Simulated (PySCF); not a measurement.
Si(F)2(NHMe)(OH) (CH₅F₂NOSi), SMILES CN[Si](O)(F)F.

Geometry: r2SCAN-D4/def2-SVP. The structure was generated by enumeration, and PubChem lists no compound with its InChIKey, so it may never have been made. The values are those of a single conformer.

Level of theory: r2SCAN-D4/def2-SVP (PySCF 2.14.0).

Frequencies are harmonic and unscaled.

List the normal modes with their intensities. (The exact figures need the calculation; the answer reports its results.)


| mode | ν (cm⁻¹) | IR (km/mol) | moving atoms (share of kinetic energy) |
|---|---|---|---|
| 1 | 71 | 0.2 | C 27 %, H 24 %, F 21 %, N 16 %, O 10 % |
| 2 | 136 | 4.6 | H 74 %, F 14 % |
| 3 | 159 | 1.5 | H 42 %, C 20 %, O 18 %, F 15 % |
| 4 | 219 | 24.1 | H 35 %, F 34 %, N 21 %, O 10 % |
| 5 | 278 | 29.1 | F 46 %, O 23 %, H 13 %, C 9 %, N 8 % |
| 6 | 326 | 31.2 | H 47 %, F 35 % |
| 7 | 346 | 35.0 | H 25 %, F 25 %, Si 18 %, N 17 %, O 15 % |
| 8 | 357 | 56.6 | F 37 %, O 20 %, Si 17 %, H 10 %, N 9 % |
| 9 | 430 | 58.9 | F 23 %, N 21 %, Si 20 %, H 16 %, O 13 % |
| 10 | 470 | 107.4 | H 77 %, N 12 % |
| 11 | 728 | 0.9 | F 30 %, N 28 %, O 25 %, H 9 % |
| 12 | 790 | 170.2 | H 75 %, O 14 %, F 10 % |
| 13 | 903 | 191.5 | Si 44 %, F 26 %, N 9 % |
| 14 | 969 | 206.3 | Si 49 %, F 42 % |
| 15 | 990 | 154.9 | Si 46 %, O 31 %, F 12 %, H 11 % |
| 16 | 1094 | 28.6 | H 78 %, C 10 % |
| 17 | 1142 | 0.4 | H 76 %, C 19 % |
| 18 | 1160 | 124.0 | N 42 %, C 33 %, H 22 % |
| 19 | 1400 | 86.1 | H 62 %, N 26 %, C 11 % |
| 20 | 1446 | 5.9 | H 86 %, C 13 % |
| 21 | 1470 | 4.4 | H 97 % |
| 22 | 1503 | 11.2 | H 95 % |
| 23 | 3002 | 72.8 | H 97 % |
| 24 | 3078 | 34.6 | H 90 %, C 10 % |
| 25 | 3126 | 14.6 | H 91 %, C 9 % |
| 26 | 3606 | 32.8 | H 93 % |
| 27 | 3896 | 103.6 | H 94 % |
